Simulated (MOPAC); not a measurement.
MOPAC input (PM7):

```
PM7 PRECISE GNORM=0.05 LET XYZ GEO-OK AUX(PRECISION=9) THREADS=1
C4H6SSi

Si    2.35129800 1   -0.33395300 1    0.35705000 1
C     0.51438300 1   -0.13066900 1    0.13864500 1
C    -0.49768000 1   -0.83077100 1    0.87162400 1
C    -1.76524600 1   -0.48679800 1    0.50688100 1
S    -1.76273300 1    0.69816300 1   -0.73820000 1
C    -0.04596500 1    0.73202300 1   -0.76928700 1
H     2.76053500 1    0.00250500 1    1.74208700 1
H     2.76485600 1   -1.73286000 1    0.09052500 1
H     3.04655300 1    0.56860500 1   -0.58948700 1
H    -0.28679500 1   -1.56157200 1    1.64005900 1
H    -2.69600600 1   -0.86254500 1    0.89925900 1
H     0.46345800 1    1.38789700 1   -1.45710900 1
```

Output:

```
 *******************************************************************************
 **                                                                           **
 **                              MOPAC v23.2.5                                **
 **                                                                           **
 *******************************************************************************
 ** MOPAC's Digital Object Identifier: https://doi.org/10.5281/zenodo.6511958 **
 **                                                                           **
 ** Please cite the open-source release paper for use of this MOPAC version:  **
 ** J. E. Moussa and J. J. P. Stewart (2026)                                  **
 ** MOPAC: An open-source semiempirical molecular orbital program             **
 ** J. Open Source Softw., 11(119), 8025, https://doi.org/10.21105/joss.08025 **
 *******************************************************************************

                              PM7 CALCULATION RESULTS

 *******************************************************************************
 *  PM7        - The PM7 Hamiltonian to be used
 *  GEO-OK     - OVERRIDE INTERATOMIC DISTANCE AND OTHER SAFETY CHECKS
 *  LET        - OVERRIDE SOME SAFETY CHECKS
 *  PRECISE    - TIGHTER CRITERIA TO BE USED
 *  XYZ        - CARTESIAN COORDINATE SYSTEM TO BE USED
 *  GNORM      - EXIT WHEN GRADIENT NORM DROPS BELOW 0.050
 *  AUX        - OUTPUT AUXILIARY INFORMATION
 *******************************************************************************
PM7 PRECISE GNORM=0.05 LET XYZ GEO-OK AUX(PRECISION=9) THREADS=1
 C4H6SSi

   ATOM   CHEMICAL          X               Y               Z
  NUMBER   SYMBOL      (ANGSTROMS)     (ANGSTROMS)     (ANGSTROMS)

     1      Si          2.35129800  *  -0.33395300  *   0.35705000  *
     2       C          0.51438300  *  -0.13066900  *   0.13864500  *
     3       C         -0.49768000  *  -0.83077100  *   0.87162400  *
     4       C         -1.76524600  *  -0.48679800  *   0.50688100  *
     5       S         -1.76273300  *   0.69816300  *  -0.73820000  *
     6       C         -0.04596500  *   0.73202300  *  -0.76928700  *
     7       H          2.76053500  *   0.00250500  *   1.74208700  *
     8       H          2.76485600  *  -1.73286000  *   0.09052500  *
     9       H          3.04655300  *   0.56860500  *  -0.58948700  *
    10       H         -0.28679500  *  -1.56157200  *   1.64005900  *
    11       H         -2.69600600  *  -0.86254500  *   0.89925900  *
    12       H          0.46345800  *   1.38789700  *  -1.45710900  *

          CARTESIAN COORDINATES

    NO.       ATOM           X           Y           Z

     1        Si          2.3513     -0.3340      0.3571
     2         C          0.5144     -0.1307      0.1386
     3         C         -0.4977     -0.8308      0.8716
     4         C         -1.7652     -0.4868      0.5069
     5         S         -1.7627      0.6982     -0.7382
     6         C         -0.0460      0.7320     -0.7693
     7         H          2.7605      0.0025      1.7421
     8         H          2.7649     -1.7329      0.0905
     9         H          3.0466      0.5686     -0.5895
    10         H         -0.2868     -1.5616      1.6401
    11         H         -2.6960     -0.8625      0.8993
    12         H          0.4635      1.3879     -1.4571

 General Reference for PM7:
 "Optimization of Parameters for Semiempirical Methods VI: More Modifications to the
 NDDO Approximations and Re-optimization of Parameters", J. J. P. Stewart, J. Mol. Mod., 1:32, 19 (2013)
 https://link.springer.com/article/10.1007/s00894-012-1667-x

           Empirical Formula: C4 H6 Si S  =    12 atoms

      MOLECULAR POINT GROUP   :   Cs

      RHF CALCULATION, NO. OF DOUBLY OCCUPIED LEVELS = 16

          Geometry optimization using EF

          DIAGONAL MATRIX USED AS START HESSIAN

 CYCLE:     1  GRAD.:    40.000 HEAT:  29.16522
 CYCLE:     2  GRAD.:   237.980 HEAT:  43.51776
 CYCLE:     3  GRAD.:   491.232 HEAT:  41.07166
 CYCLE:     4  GRAD.:   559.806 HEAT:  48.97931
 CYCLE:     5  GRAD.:   249.846 HEAT:  47.17170
 CYCLE:     6  GRAD.:   193.247 HEAT:  38.66614
 CYCLE:     7  GRAD.:   493.071 HEAT:  64.88266
 CYCLE:     8  GRAD.:   515.781 HEAT:  57.00861
 CYCLE:     9  GRAD.:   225.496 HEAT:  43.78838
 CYCLE:    10  GRAD.:   126.525 HEAT:  35.11029
 CYCLE:    11  GRAD.:   428.905 HEAT:  39.41412
 CYCLE:    12  GRAD.:   138.302 HEAT:  33.93373
 CYCLE:    13  GRAD.:   142.338 HEAT:  35.15351
 CYCLE:    14  GRAD.:   135.671 HEAT:  34.64628
 CYCLE:    15  GRAD.:   109.210 HEAT:  34.22086
 CYCLE:    16  GRAD.:   145.198 HEAT:  34.83781
 CYCLE:    17  GRAD.:    38.539 HEAT:  28.36398
 CYCLE:    18  GRAD.:    48.392 HEAT:  28.82088
 CYCLE:    19  GRAD.:    23.811 HEAT:  27.72417
 CYCLE:    20  GRAD.:    17.317 HEAT:  27.64276
 CYCLE:    21  GRAD.:    11.251 HEAT:  27.51362
 CYCLE:    22  GRAD.:    11.222 HEAT:  27.50970
 CYCLE:    23  GRAD.:     5.823 HEAT:  27.45731
 CYCLE:    24  GRAD.:     5.735 HEAT:  27.45332
 CYCLE:    25  GRAD.:     1.060 HEAT:  27.43355
 CYCLE:    26  GRAD.:     1.085 HEAT:  27.42920
 CYCLE:    27  GRAD.:     1.659 HEAT:  27.41781
 CYCLE:    28  GRAD.:     1.066 HEAT:  27.40931
 CYCLE:    29  GRAD.:     0.467 HEAT:  27.40848
 CYCLE:    30  GRAD.:     0.208 HEAT:  27.40829
 CYCLE:    31  GRAD.:     0.155 HEAT:  27.40822
 CYCLE:    32  GRAD.:     0.172 HEAT:  27.40821
 CYCLE:    33  GRAD.:     0.135 HEAT:  27.40820
 CYCLE:    34  GRAD.:     0.035 HEAT:  27.40820

     GRADIENT =  0.03481 IS LESS THAN CUTOFF =  0.05000

 -------------------------------------------------------------------------------
 PM7 PRECISE GNORM=0.05 LET XYZ GEO-OK AUX(PRECISION=9) THREADS=1
 C4H6SSi

     GEOMETRY OPTIMISED USING EIGENVECTOR FOLLOWING (EF).
     SCF FIELD WAS ACHIEVED

                              PM7 CALCULATION
                                                       MOPAC v23.2.5 Linux

          FINAL HEAT OF FORMATION =         27.40820 KCAL/MOL =     114.67589 KJ/MOL

          COSMO AREA              =        151.02 SQUARE ANGSTROMS
          COSMO VOLUME            =        148.70 CUBIC ANGSTROMS

          GRADIENT NORM           =          0.03481          =       0.01005 PER ATOM
          IONIZATION POTENTIAL    =          9.049086 EV
          HOMO LUMO ENERGIES (EV) =         -9.049 -0.394
          NO. OF FILLED LEVELS    =         16
          MOLECULAR WEIGHT        =        114.2369         POINT GROUP:  Cs

          MOLECULAR DIMENSIONS (Angstroms)

            Atom       Atom       Distance
            H    11    H     9     6.07949
            H    12    H     7     4.05655
            H     7    H     8     2.26369

          SCF CALCULATIONS        =         35

   ATOM   CHEMICAL          X               Y               Z
  NUMBER   SYMBOL      (ANGSTROMS)     (ANGSTROMS)     (ANGSTROMS)

     1      Si          2.30814664  *  -0.34106337  *   0.36440061  *
     2       C          0.53012137  *  -0.10349906  *   0.11014534  *
     3       C         -0.46704853  *  -0.82670766  *   0.86744022  *
     4       C         -1.74761872  *  -0.50334685  *   0.52431197  *
     5       S         -1.76264857  *   0.69173126  *  -0.73144511  *
     6       C         -0.02277785  *   0.75781615  *  -0.79632371  *
     7       H          2.66293514  *  -0.01360782  *   1.73770732  *
     8       H          2.66720111  *  -1.72793607  *   0.10616070  *
     9       H          3.07183257  *   0.51345214  *  -0.53146738  *
    10       H         -0.22959381  *  -1.55601922  *   1.63437308  *
    11       H         -2.65348678  *  -0.90365591  *   0.94256628  *
    12       H          0.46005546  *   1.42387351  *  -1.49491955  *

                             CARTESIAN COORDINATES

   1   Si        2.308146639    -0.341063371     0.364400608
   2    C        0.530121365    -0.103499061     0.110145339
   3    C       -0.467048532    -0.826707657     0.867440222
   4    C       -1.747618723    -0.503346851     0.524311966
   5    S       -1.762648572     0.691731261    -0.731445107
   6    C       -0.022777849     0.757816150    -0.796323707
   7    H        2.662935136    -0.013607820     1.737707318
   8    H        2.667201113    -1.727936068     0.106160696
   9    H        3.071832571     0.513452138    -0.531467384
  10    H       -0.229593809    -1.556019222     1.634373079
  11    H       -2.653486781    -0.903655910     0.942566275
  12    H        0.460055460     1.423873510    -1.494919550

           Empirical Formula: C4 H6 Si S  =    12 atoms

      MOLECULAR POINT GROUP   :   Cs

                  EIGENVALUES
 -31.34177 -25.00642 -24.81029 -19.41082 -18.79596 -18.02889 -15.65573 -13.75534
 -13.57874 -13.38085 -12.41495 -12.37013 -12.13426 -10.81849  -9.82029  -9.04909
  -0.39397  -0.30886   0.28294   0.53531   0.77654   1.14580   1.49461   1.66469
   2.31024   2.55505   2.77986   2.78118   4.45987   5.08234   5.53251   5.67360
   5.87398   6.03478   8.20443  21.13275  21.14315  21.93142  21.96853  22.38299

              NET ATOMIC CHARGES AND DIPOLE CONTRIBUTIONS

  ATOM NO.   TYPE          CHARGE      No. of ELECS.   s-Pop       p-Pop       d-Pop
    1         Si           0.053060        3.9469     0.89937     2.91085     0.13672
    2          C          -0.226859        4.2269     1.09462     3.13223
    3          C          -0.136346        4.1363     1.08308     3.05327
    4          C          -0.296019        4.2960     1.11065     3.18537
    5          S           0.218912        5.7811     1.86950     3.77790     0.13369
    6          C          -0.236131        4.2361     1.11379     3.12234
    7          H           0.037564        0.9624     0.96244
    8          H           0.037562        0.9624     0.96244
    9          H           0.034317        0.9657     0.96568
   10          H           0.162416        0.8376     0.83758
   11          H           0.177417        0.8226     0.82258
   12          H           0.174106        0.8259     0.82589
 DIPOLE           X         Y         Z       TOTAL
 POINT-CHG.     0.386     0.128    -0.133     0.428
 HYBRID        -0.406    -0.221     0.231     0.516
 SUM           -0.020    -0.093     0.097     0.136

          ATOMIC ORBITAL ELECTRON POPULATIONS

     Atom    s        px        py        pz      x^2-y^2     xz        z^2       yz        xy
    1 Si   0.89937   0.82824   1.04164   1.04097   0.03576   0.02917   0.02916   0.01416   0.02846
    2  C   1.09462   1.10895   1.01343   1.00986
    3  C   1.08308   0.96784   1.04117   1.04425
    4  C   1.11065   1.07400   1.05835   1.05302
    5  S   1.86950   1.04469   1.38333   1.34987   0.04454   0.01344   0.02832   0.03374   0.01365
    6  C   1.11379   0.98537   1.06841   1.06856
    7  H   0.96244
    8  H   0.96244
    9  H   0.96568
   10  H   0.83758
   11  H   0.82258
   12  H   0.82589

 **********************
 *                    *
 * JOB ENDED NORMALLY *
 *                    *
 **********************

 == MOPAC DONE ==
```

The geometry given is a B3LYP-D3(BJ)/def2-TZVP minimum.
